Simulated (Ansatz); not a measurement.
Input and output for `C#[C][Hf]([OH])([OH])[OH]`.

```yaml
crystal:
  periodic: [false, false, false]
  atoms:
    - {symbol: C, position_ang: [0.805406, -1.200576, -2.493675]}
    - {symbol: C, position_ang: [0.465979, -0.694739, -1.443079]}
    - {symbol: Hf, position_ang: [-0.150662, 0.224589, 0.466366]}
    - {symbol: O, position_ang: [-0.485115, -1.196139, 1.713858]}
    - {symbol: O, position_ang: [-1.741268, 1.246717, 0.132084]}
    - {symbol: O, position_ang: [1.287680, 1.349048, 1.060779]}
    - {symbol: H, position_ang: [1.103556, -1.644910, -3.416527]}
    - {symbol: H, position_ang: [-0.958018, -1.764374, 2.312757]}
    - {symbol: H, position_ang: [-2.320205, 1.998405, 0.061330]}
    - {symbol: H, position_ang: [1.992648, 1.681971, 1.606118]}
basis:
  gaussian: {orbitals: x2c-TZVPPall, final_grid: {core_spheres: 8, valence_spheres: 7, degree: 23}}
hamiltonian: {xc: {name: B97}}
scf: {lower_state_search: light}
```

```sh
$ ansatz run in.yaml --threads 4 --pin off --events-out ev --progress --plain --max-ram 11315MiB
```

Output, abridged:

```
Functional definition: B97
1985 factors; their error is unknown
mean field evaluation 1: about -418627.9622 eV, gradient 1.2e2 eV
mean field evaluation 2: about -418544.0616 eV, gradient 2.5e2 eV
mean field evaluation 4: about -418649.9077 eV, gradient 1.8e1 eV
mean field evaluation 8: about -418650.4905 eV, gradient 3.0e-1 eV
mean field evaluation 16: about -418650.8505 eV, gradient 7.5e-4 eV
mean field -418650.85051786 eV, -15385.1349847929 hartree, gradient 4.6e-5 eV, S^2 0.000000; 0 other end points of the search recorded, 0 dependent functions left out
reference -418650.85056760 eV, -15385.1349866209 hartree; 56, 56 occupied and 252, 252 virtual orbitals, 1985 factors
Total energy: -418650.85056760 eV, -15385.1349866209 hartree
Relativity: scalar
```

Run time 7.5 s (4 threads of an Arm Neoverse V2 on a shared host); peak host memory 1.1 GiB.
